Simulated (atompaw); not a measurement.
# Building the PAW (atompaw) potential for phosphorus (LDA (PW92), scalar-relativistic).

phosphorus, PAW, made with atompaw 4.2.0.5 (LDA (PW92), scalar-relativistic). Core [Ne], reference 3s2 3p3. Waves: 3s (bound): rc 2.00 bohr; 3s channel at 0.1 Ry: rc 2.00 bohr; 3p (bound): rc 2.00 bohr; 3p channel at 0.7 Ry: rc 2.00 bohr; 3d channel at 0.1 Ry: rc 2.00 bohr. Local part: troulliermartins scheme with l = 3 at 0 Ry, radius 1.70 bohr. Core correction: smooth core density matched at 2.00 bohr. Augmentation charge: besselshape compensation charge, radius 1.80 bohr; PAW radius 2.00 bohr; waves and projectors: custom polynom gramschmidtortho.

Question: Does the generator finish with these settings?

Answer: Yes, a potential is produced.

Question: Estimate the cutoffs (Ry, on a coarse ladder) from which the occupation-weighted sum of valence levels, in a spherical-Bessel basis at the reference potential, stays within 10 and 1 mRy of its value at 400 Ry.

Answer: 10 Ry and 15 Ry.

Question: Does the potential have ghost states?

Answer: No extra level below or beside the all-electron valence levels (s, p, d, f tested).

Question: Is the overlap operator S = 1 + Σ q|β⟩⟨β| positive definite (Bessel basis up to 400 Ry)?

Answer: Yes: its lowest eigenvalue is 0.05 (s channel).
